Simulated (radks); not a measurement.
All-electron atom: Kr I in [Kr]. All-electron calculation, non-relativistic Kohn-Sham, exchange-only LDA, spin-polarised, spherical densities, point nucleus. Program: a radial shooting solver on a logarithmic mesh with Libxc functionals.

Radial electron density D(r) = 4 pi r^2 rho(r):

r (bohr)  D(r) (e/bohr)
0.004092          5.039
0.005329          7.817
0.006994          11.95
0.00918           17.60
0.01195           24.48
0.01569           32.34
0.0206            39.46
0.02703           43.67
0.0352            43.40
0.0462            39.56
0.06065           36.64
0.07897           39.80
0.1037            48.44
0.1361            52.94
0.1772            45.53
0.2325            33.06
0.3052            30.76
0.3975            36.28
0.5217            33.60
0.6848            20.29
0.8917            9.485
1.17              6.035
1.536             5.407
2                 3.809
2.626             1.781
3.446            0.5488
4.488            0.1127
5.89            0.01272

D(r) has 3 maxima, at r = 0.0302, 0.133, 0.434 bohr, and minima at 0.0616, 0.277 bohr, inside which lie 2.07, 11.08 electrons.
